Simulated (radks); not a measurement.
Problem. The vanadium ion V11+ is in [Ne] 3s2. Calculated with a radial shooting solver on a logarithmic mesh with Libxc functionals: Dirac Kohn-Sham, BLYP, spin-unpolarised, spherical densities, finite nucleus; Fermi nuclear charge, rms radius of each element as measured or else 0.836 A^(1/3) + 0.57 fm. Sub-shells are occupied by j as written (lower j first in brackets). One electron is removed from 2p1/2, 2p3/2, 2s1/2, 3s1/2 in turn, with full relaxation. Which removal costs least, and what does each cost?

Solution. 3s1/2 309.76 eV; 2p3/2 820.11 eV; 2p1/2 827.76 eV; 2s1/2 914.98 eV. The 3s1/2 electron leaves first.
